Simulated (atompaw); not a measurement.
Ranking PAW (atompaw) potentials for osmium (Os)

All share these settings but for the change named:

| Property | Result |
| --- | --- |
| Element | Os |
| Generator | atompaw 4.2.0.5 |
| Type | PAW |
| Functional | PBEsol |
| Relativity | scalar-relativistic |
| Frozen core | [Kr] 4d10 4f14 |
| Valence charge | 16 |
| Reference configuration | 5s2 5p6 5d6 6s2 6p0 |
| Partial waves | 5s (bound): rc 1.90 bohr; 6s (bound): rc 1.45 bohr; 5p (bound): rc 1.90 bohr; 6p (bound, empty): rc 2.40 bohr; 5d (bound): rc 2.40 bohr; 5d channel at -0.1 Ry: rc 2.40 bohr |
| Local potential | troulliermartins scheme with l = 3 at 1 Ry, radius 2.20 bohr |
| Core correction | smooth core density matched at 2.25 bohr |
| Augmentation charge | sinc compensation charge, radius 2.10 bohr; PAW radius 2.40 bohr; waves and projectors: custom polynom2 7 10 vanderbiltortho |

Cutoff: the first of the cutoffs (Ry, on a coarse ladder) from which the occupation-weighted sum of valence levels, in a spherical-Bessel basis at the reference potential, stays within 10 and 1 mRy of its value at 400 Ry; the density cutoff is not measured.

The base gives 30 Ry.

Of 6 variants that were run, those that failed, showed a ghost or another fault, or gave nearly equal values are left out.

A variant can come out equal or close to the base.

Problem. Rank these variants from softest to hardest (loose cutoff).
A. all radii scaled by about 1.28 (s 2.44, p 2.44, d 3.08 bohr); local potential troulliermartins scheme with l = 3 at 1 Ry, radius 2.82 bohr; augmentation sinc compensation charge, radius 2.70 bohr; PAW radius 3.08 bohr; waves and projectors: custom polynom2 7 10 vanderbiltortho; core correction smooth core density matched at 2.90 bohr
B. all radii scaled by about 0.78 (s 1.48, p 1.48, d 1.86 bohr); local potential troulliermartins scheme with l = 3 at 1 Ry, radius 1.72 bohr; augmentation sinc compensation charge, radius 1.64 bohr; PAW radius 1.86 bohr; waves and projectors: custom polynom2 7 10 vanderbiltortho; core correction smooth core density matched at 1.74 bohr
C. all radii scaled by about 0.85 (s 1.62, p 1.62, d 2.06 bohr); local potential troulliermartins scheme with l = 3 at 1 Ry, radius 1.88 bohr; augmentation sinc compensation charge, radius 1.80 bohr; PAW radius 2.06 bohr; waves and projectors: custom polynom2 7 10 vanderbiltortho; core correction smooth core density matched at 1.92 bohr

Solution. C (25 Ry), A (30 Ry), B (35 Ry).
